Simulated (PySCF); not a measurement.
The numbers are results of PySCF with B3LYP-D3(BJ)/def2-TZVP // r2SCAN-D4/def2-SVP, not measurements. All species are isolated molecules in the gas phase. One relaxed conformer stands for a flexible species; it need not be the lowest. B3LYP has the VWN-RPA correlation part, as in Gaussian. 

Reference species: [Hf(H)4] (neutral, multiplicity 1).

The HOMO–LUMO gap is 5.93 eV and the coordination number comes out as 4. The HOMO comes out as -8.27 eV. The LUMO comes out as -2.34 eV.

Changed species: [Hf(NH2)3(H)] (1 of 4 NH2 replaced by H; the reference has 4 of 4 NH2 replaced by H).

Predict the effect on the HOMO–LUMO gap, coordination number, HOMO and LUMO.

the HOMO–LUMO gap rises by 0.85 eV, to 6.78 eV; the coordination number hardly moves; the HOMO increases by 1.38 eV, to -6.89 eV; the LUMO goes up by 2.23 eV, to -0.11 eV.
